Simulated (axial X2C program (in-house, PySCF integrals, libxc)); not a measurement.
SSnS: properties at the nuclei

Calculated with an axial X2C code built on PySCF integrals: two-component X2C with atomic mean-field Coulomb and Gaunt terms, Gaussian nuclei, basis S dyall-av3z, Sn dyall-v3z with contracted cores.

S–Sn–S held linear, with bonds 2.185 and 2.185 Å (near the PBE0 minimum at charge 0 of the determinant lowest at the starting distance; the state shown can have its own minimum elsewhere, held linear; other orders of the atoms were not compared).

Determinant lowest in the PBE0 search, Ω = 0 (closed shell), highest spinor 87% S p, 13% Sn d:

| level | qzz S (a.u.) | qzz Sn (a.u.) |
| --- | --- | --- |
| PBE0 | 2.23 | -6.12 |
| HF | 2.27 | -8.91 |
| BHandHLYP | 2.33 | -7.08 |

Determinant 2.84 eV from it at PBE0 and this distance, Ω = 2 (⟨Sz⟩ = 1.00, ⟨Lz⟩ = 1.00 at PBE0), spin on the atoms S 0.48, Sn 0.05, S 0.48:

| level | A∥/gI S (MHz) | qzz S (a.u.) | A∥/gI Sn (MHz) | qzz Sn (a.u.) |
| --- | --- | --- | --- | --- |
| PBE0 | 192 | -0.34 | 935 | -6.14 |
| HF | 248 | -0.51 | 903 | -6.51 |
| BHandHLYP | 216 | -0.40 | 950 | -6.34 |

A∥ (defined per Ω) follows by multiplying with gI = μI/(I μN); qzz is the electric field gradient, eQq0 = 234.96 MHz × Q/barn × qzz. The operators were transformed with the bare-nucleus X2C matrices; with these basis sets, hyperfine constants and field gradients can be off by tens of per cent, and where levels differ in sign neither size nor sign is settled.

Question: With Q(33S) = -0.0694 barn (Q from Pyykkö, Mol. Phys. 2018), turn the PBE0 values of the first state into constants in MHz.

Answer: eQq0(33S) = 234.96 × (-0.0694) × (2.23) = -36.4 MHz.

The molecule was held linear; bending was not examined, so a bent shape may lie lower.

Each state is one determinant with collinear spin, which with several unpaired electrons need not be a pure state. Unrestricted Hartree–Fock can overshoot spin polarisation at the nuclei. With several open shells hyperfine constants can be off by a factor of several. Open-shell Ω = 0 determinants with evenly filled partner blocks cannot be reached by this program, so the Ω shown need not be the lowest component. The search compared states at one distance, so a state with another bond length can lie lower. PBE0 term energies can be off by some tenths of an eV.
